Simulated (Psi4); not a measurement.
thiophene (C4H4S), singlet, geometry from GFN2-xTB. Base run: CCSD/STO-3G (Psi4).

Input for Psi4:
```
memory 2 GB

molecule mol {
0 1
S     0.008638   -0.007341    1.192886
C     0.002988    1.225833   -0.005095
C    -0.003171   -1.225678   -0.020136
C    -0.007387    0.715073   -1.261196
C    -0.010941   -0.699498   -1.269875
H     0.007731    2.253480    0.299008
H    -0.003601   -2.256990    0.271334
H    -0.012358    1.318248   -2.151350
H    -0.018915   -1.291672   -2.167363
}

set {
  basis sto-3g
  reference rhf
}

energy('ccsd')
print_variables()
```

Each row names what was changed in the base input (with any setting that the change needs).

```csv
change,ΔE vs base (kcal/mol),MP2 correlation (Eh),basis functions,outcome
base,0.000,-0.27005,33,converged
method = mp2.5,20.59,-0.27000,33,converged
method = cepa(1),-,-,33,stopped with an error
cc_type = df,-,-,33,stopped with an error
method = cisd,-,-,33,stopped with an error
puream = off,0.000,-0.27005,33,converged
method = lccd,-,-,33,stopped with an error
method = fno-ccsd(t),-,-,33,stopped with an error
freeze_core = on,1.39,-0.26745,33,converged
puream = on,0.000,-0.27005,33,converged
```

- method = cepa(1): ended with `Fatal Error: ndocc must be less than nvirt`
- cc_type = df: ended with `Fatal Error: ndocc must be less than nvirt`
- method = cisd: ended with `Fatal Error: ndocc must be less than nvirt`
